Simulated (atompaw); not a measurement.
# Reading a pseudo-wave (Pt (Z = 78))

Columns: radius, all-electron u(r) and pseudo u(r) of the 6p shell (level -6.56 eV) of platinum in the configuration [Kr] 4d10 4f14 5s2 5p6 5d9 6s0 6p0; PBEsol, scalar-relativistic, PAW (atompaw) scheme, atompaw 4.2.0.5.

```
r (bohr)  all-electron   pseudo
   0.088       -0.0388  -0.0062
   0.177       -0.0660  -0.0245
   0.265        0.0927  -0.0524
   0.354        0.1491  -0.0877
   0.442        0.0880  -0.1257
   0.531       -0.0218  -0.1630
   0.619       -0.1254  -0.1945
   0.708       -0.2004  -0.2172
   0.796       -0.2393  -0.2275
   0.885       -0.2458  -0.2237
   0.973       -0.2264  -0.2053
   1.062       -0.1878  -0.1726
   1.150       -0.1371  -0.1283
   1.238       -0.0790  -0.0750
   1.327       -0.0167  -0.0154
   1.415        0.0456   0.0459
   1.504        0.1073   0.1073
   1.592        0.1656   0.1656
   1.681        0.2210   0.2210
   1.769        0.2717   0.2717
   1.858        0.3187   0.3187
   1.946        0.3607   0.3607
   2.035        0.3987   0.3987
   2.123        0.4321   0.4321
   2.212        0.4616   0.4616
   2.300        0.4870   0.4870
```

(1) How many radial nodes do the two functions have?

(2) At about which radius was the pseudo-wave matched?

(3) Is the pseudo-wave norm-conserving?

## Answers

(1) The all-electron 6p function has n − l − 1 = 4 (the table is too coarse to show those close to the nucleus); the pseudo-wave has 1, since 1 lower shell of the same l stays in the valence.

(2) 1.60 bohr. The columns agree to 0.0005 from 1.42 bohr on; several derivatives are matched, so the curves merge somewhat inside the radius.

(3) No, it belongs to a PAW set: the norm inside the radius is not constrained, and the difference is carried by the augmentation charge.
